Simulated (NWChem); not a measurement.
Everything below was run with NWChem. System: CH6Ge, charge 0, spin multiplicity 1, at a geometry optimised with B3LYP/def2-SVP. The structure started from a generated list of species. Level: MP2/def2-TZVP, 10 core orbitals frozen.

NWChem printed:

```
             Northwest Computational Chemistry Package (NWChem) 7.3.0
             --------------------------------------------------------

                                NWChem Input Module
                                -------------------

 Scaling coordinates for geometry "geometry" by  1.889725989
 (inverse scale =  0.529177249)

 Turning off AUTOSYM since
 SYMMETRY directive was detected!

                             Geometry "geometry" -> ""
                             -------------------------

 Output coordinates in angstroms (scale by  1.889725989 to convert to a.u.)

  No.       Tag          Charge          X              Y              Z
 ---- ---------------- ---------- -------------- -------------- --------------
    1 Ge                  32.0000     0.39128200     0.02290000     0.00000000
    2 C                    6.0000    -1.57283500    -0.09205200     0.00000000
    3 H                    1.0000     0.88528300     0.77714600     1.25415600
    4 H                    1.0000     0.88528300     0.77714600    -1.25415600
    5 H                    1.0000     1.01216100    -1.39143100     0.00000000
    6 H                    1.0000    -1.92544900    -0.62923900     0.89317400
    7 H                    1.0000    -1.92544900    -0.62923900    -0.89317400
    8 H                    1.0000    -2.01584400     0.91512700     0.00000000

 Effective nuclear repulsion energy (a.u.)     119.2101497322

            Nuclear Dipole moment (a.u.)
            ----------------------------
        X                 Y               Z
 ---------------- ---------------- ----------------
    -0.0000018897    -0.0000037795     0.0000000000

      Symmetry information
      --------------------

 Group name             Cs
 Group number              2
 Group order               2
 No. of unique centers     6

      Symmetry unique atoms

     1    2    3    5    6    8


 Summary of "ao basis" -> "" (spherical)
 ------------------------------------------------------------------------------
       Tag                 Description            Shells   Functions and Types
 ---------------- ------------------------------  ------  ---------------------
 *                         def2-tzvp                  on all atoms

 Summary of "ao basis" -> "ao basis" (spherical)
 ------------------------------------------------------------------------------
       Tag                 Description            Shells   Functions and Types
[...]
    2 C    6     6.50   0.85  1.12  0.47  0.71  0.07  1.23  1.52  0.47  0.01  0.03  0.00
    3 H    1     1.04   0.23  0.57  0.23  0.01
    4 H    1     1.04   0.23  0.57  0.23  0.01
    5 H    1     1.04   0.23  0.57  0.23  0.01
    6 H    1     0.87   0.26  0.48  0.10  0.02
    7 H    1     0.87   0.26  0.48  0.10  0.02
    8 H    1     0.87   0.26  0.48  0.10  0.02

       Multipole analysis of the density wrt the origin
       ------------------------------------------------

     L   x y z        total         open         nuclear
     -   - - -        -----         ----         -------
     0   0 0 0     -0.000000      0.000000     44.000000

     1   1 0 0     -0.261603      0.000000     -0.000002
     1   0 1 0     -0.015310      0.000000     -0.000004
     1   0 0 1      0.000000      0.000000      0.000000

     2   2 0 0    -20.827672      0.000000    120.746139
     2   1 1 0     -0.008117      0.000000      6.075970
     2   1 0 1     -0.000000      0.000000      0.000000
     2   0 2 0    -20.689841      0.000000     17.287363
     2   0 1 1      0.000000      0.000000      0.000000
     2   0 0 2    -20.689324      0.000000     16.931609

                   NWChem MP2 Semi-direct Energy/Gradient Module
                   ---------------------------------------------

  Basis functions       =    115
  Molecular orbitals    =    115
  Frozen core           =     10
  Frozen virtuals       =      0
  Active alpha occupied =     12
  Active beta occupied  =     12
  Active alpha virtual  =     93
  Active beta virtual   =     93
  Use MO symmetry       = T
  Use skeleton AO sym   = T

  AO/Fock/Back tols     =   1.0D-09  1.0D-09  1.0D-09

 GA uses MA = F    GA memory limited = T

 Available:
  local mem=  1.15D+08
 global mem=  1.31D+08
 local disk=  0.00D+00
  mp2_memr nvloc                    93
  nvloc new                    93
   1 passes of  12:        5242880                      82756                  25118846.
   1 passes of  12: M    114676761           G      131045550           F     109433881.

 Semi-direct pass number   1 of   1  for RHF alpha+beta  at        4.4s
  vrange nnbf                  6614
  mp2_eaftype                    95  avail_ma_in_mb                   999
 EAF : mp2_eaftype filesize          95   12559423.
  mp2_eaf for mointskh                     95
Node 0 wrote     59.0 Mb in      0.0 s     Agg I/O rate:  2343.8 Mb/s
 Done moints_semi at       13.2s
  mp2_eaftype                    95  avail_ma_in_mb                   904
 EAF : mp2_eaftype filesize          95   12559423.
  mp2_eaf for kh                    95
 Done maket at       13.5s
 Done multipass loop at       13.5s

          -------------------------------------------
          SCF energy               -2116.735715658627
          Correlation energy          -0.436333393230
          Singlet pairs               -0.276774274445
          Triplet pairs               -0.159559118785
          Total MP2 energy         -2117.172049051857
          -------------------------------------------

          ---------------------------------------------------
                    Spin Component Scaled (SCS) MP2
          Same spin pairs                     -0.106372745857
          Same spin scaling factor             0.333333333333
          Opposite spin pairs                 -0.329960647374
          Opposite spin scaling fact.          1.200000000000
          SCS-MP2 correlation energy          -0.431410358801
          Total SCS-MP2 energy             -2117.167126017428
          ---------------------------------------------------

 -----------------------
 Performance information
 -----------------------

 Timer overhead =  1.95D-07 seconds/call

               Nr. of calls         CPU time (s)                 Wall time (s)                GFlops
             ---------------    -------------------     ------------------------------   -------------------
Name         Min   Avg   Max    Min     Avg     Max     Min     Avg     Max   Mx/calls   Min     Max     Sum
mp2: moin     1     1     1    8.8     8.8     8.8      8.8     8.8     8.8     8.8      0.0     0.0     0.0
mp2: make     1     1     1   0.26    0.26    0.26     0.26    0.26    0.26    0.26      0.0     0.0     0.0
mp2: tota     1     1     1    9.2     9.2     9.2      9.2     9.2     9.2     9.2      0.0     0.0     0.0

 The average no. of pstat calls per process was 3.00D+00
 with a timing overhead of 5.85D-07s

 Task  times  cpu:       13.5s     wall:       13.5s

 Total times  cpu:       13.5s     wall:       13.5s
```

Question: Write an NWChem input that would produce this output.

Answer: Several could match; the one computed here: 
```
start mol
memory heap 200 mb stack 800 mb global 1000 mb
geometry units angstroms nocenter noautoz
  Ge     0.391282     0.022900     0.000000
  C     -1.572835    -0.092052     0.000000
  H      0.885283     0.777146     1.254156
  H      0.885283     0.777146    -1.254156
  H      1.012161    -1.391431     0.000000
  H     -1.925449    -0.629239     0.893174
  H     -1.925449    -0.629239    -0.893174
  H     -2.015844     0.915127     0.000000
  symmetry group Cs
end
basis spherical
  * library def2-tzvp
end
scf
  rhf
  nopen 0
  maxiter 100
  thresh 1e-7
  semidirect memsize 60000000 filesize 0
end
mp2
  freeze core 10
end
task mp2 energy
```
